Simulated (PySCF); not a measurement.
C₆H₈SSe, SMILES [SeH]CCc1cccs1, singlet (GFN2-xTB optimised geometry):

```
16

Se     2.084    -0.938     1.598
C      1.313    -1.801     0.000
C     -0.213    -1.801     0.000
C     -0.764    -0.418     0.000
C     -1.350     0.259     1.023
C     -1.712     1.582     0.680
C     -1.392     1.894    -0.599
S     -0.642     0.579    -1.416
H      1.541    -1.900     2.534
H      1.700    -1.224    -0.842
H      1.712    -2.816    -0.049
H     -0.550    -2.339    -0.891
H     -0.583    -2.331     0.882
H     -1.521    -0.172     1.994
H     -2.186     2.266     1.360
H     -1.544     2.816    -1.124
```

Method: B3LYP/def2-TZVP in PySCF 2.14.0.

Problem. What are the frontier orbital energies and the dipole moment?

Solution. HOMO-2 -6.98 eV, HOMO-1 -6.44 eV, HOMO -6.15 eV, LUMO -0.60 eV, LUMO+1 -0.07 eV; dipole moment 1.32 D.

Meta-Löwdin charges at B3LYP/def2-TZVP: Se1 -0.04, C2 -0.27, C3 -0.19, C4 -0.11, C5 -0.15, C6 -0.14, C7 -0.27, S8 0.26, H9 0.04, H10 0.12, H11 0.12, H12 0.12, H13 0.12, H14 0.12, H15 0.13, H16 0.14.
